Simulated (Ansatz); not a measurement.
`C=CCC=O` + `N[SiH3]` → `N[SiH2]C=O` + `C=CC`  (formal exchange of groups at a C–C bond)

Gas-phase electronic energies from Ansatz, PBE0-D4/def2-TZVP geometries. CBS: MP2 limit from def2 TZ/QZ plus the TZ coupled-cluster correction, frozen cores. This one scheme is used for every species. DFT in def2-TZVPP. One conformer a species, not always the lowest.

| level | ΔE (kcal/mol) |
| --- | --- |
| PBE0-D4 | 0.1 |
| HF/def2-TZVPP | 1.9 |

Problem. What does CCSD(T)/CBS give? (Estimate.)

Solution. Computed: 0.0 kcal/mol. The listed levels differ from it by 0.1, 1.9 kcal/mol.

Largest T1 diagnostic among the species: 0.014.

From PBE to PBE0 (25 % exact exchange), in def2-TZVPP and without D4, ΔE moves by +0.7 kcal/mol. In def2-TZVPP, CCSD(T) changes the Hartree–Fock value by −1.2 kcal/mol (the triples alone add −0.1 kcal/mol) and MP2 by −0.8 kcal/mol.
